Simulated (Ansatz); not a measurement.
Species: CH$_{8}$O$_{2}$Si$_{2}$, charge 0, multiplicity 1. SMILES: [SiH3]OCO[SiH3]
Coordinates optimised at B3LYP-D3(BJ)/def2-TZVP (Ansatz, a first-principles code):
```xyz
13

Si     1.7815    -1.0026     0.4465
O      0.4793    -0.2456     1.1420
C      0.0199     1.0224     0.7533
O     -0.4641     1.0298    -0.5642
Si    -1.7976     0.1745    -1.0567
H      1.4384    -1.5932    -0.8660
H      2.8836    -0.0261     0.2652
H      2.1754    -2.0703     1.3862
H     -0.7714     1.2987     1.4559
H      0.8308     1.7551     0.7941
H     -2.2008     0.7657    -2.3474
H     -1.4940    -1.2622    -1.2378
H     -2.8780     0.3183    -0.0500
```

Atomisation energy built up term by term with Ansatz (kcal/mol; UHF references for open shells; valence terms freeze the core; atomic spin-orbit terms are left out). CBS(X,Y): correlation extrapolated as X^-3; Hartree-Fock from the larger set.

```
term                                            basis  kcal/mol
-----------------------  ----------------------------  --------
Hartree-Fock                              cc-pV(Q+d)Z    796.27
CCSD correlation         CBS(cc-pV(T+d)Z,cc-pV(Q+d)Z)    272.44
(T)                      CBS(cc-pV(T+d)Z,cc-pV(Q+d)Z)     14.76
core correlation                            cc-pwCVTZ      1.28
scalar relativity (X2C)    cc-pVTZ-DK against cc-pVTZ     -2.19
sum: De                                                  1082.6
```

(T) makes 1.4 % of the CCSD(T) atomisation energy; under 5 % is typical of single-reference molecules.
